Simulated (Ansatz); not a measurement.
Consider the ligand exchange at the Si–N bond: `CN([SiH2]O)[SiH2]Cl` + `C[SiH2]N` → `C[SiH2]N[SiH2]O` + `CN[SiH2]Cl`.

Isolated molecules relaxed with PBE0-D4/def2-TZVP in Ansatz; ΔE leaves out vibrations. CCSD(T)/CBS is the MP2 limit (def2-TZVPP, def2-QZVPP) plus CCSD(T) − MP2 in def2-TZVPP, frozen cores. Each species was taken in one conformer, which may not be the lowest.

| species | CCSD(T)/CBS(def2) energy (Eh) |
| --- | --- |
| `CN([SiH2]O)[SiH2]Cl` | -1210.82695 |
| `C[SiH2]N` | -386.08232 |
| `C[SiH2]N[SiH2]O` | -751.62138 |
| `CN[SiH2]Cl` | -845.29269 |

Work out ΔE.

ΔE = (-751.62138) + (-845.29269) − (-1210.82695) − (-386.08232) = -0.00480 Eh = -12.6 kJ/mol.

Largest T1 diagnostic among the species: 0.011.

The D4 term adds +7.9 kJ/mol with B3LYP and +4.3 kJ/mol with PBE0; it sums over pairs of atoms, weighted by their polarisabilities, and B3LYP, whose exchange is more repulsive, gets the larger term. In def2-TZVPP, CCSD(T) changes the Hartree–Fock value by +9.8 kJ/mol (the triples alone add +1.7 kJ/mol) and MP2 by +11.1 kJ/mol.

B3LYP here is the variant with VWN-RPA as its local correlation; programs differ in this.
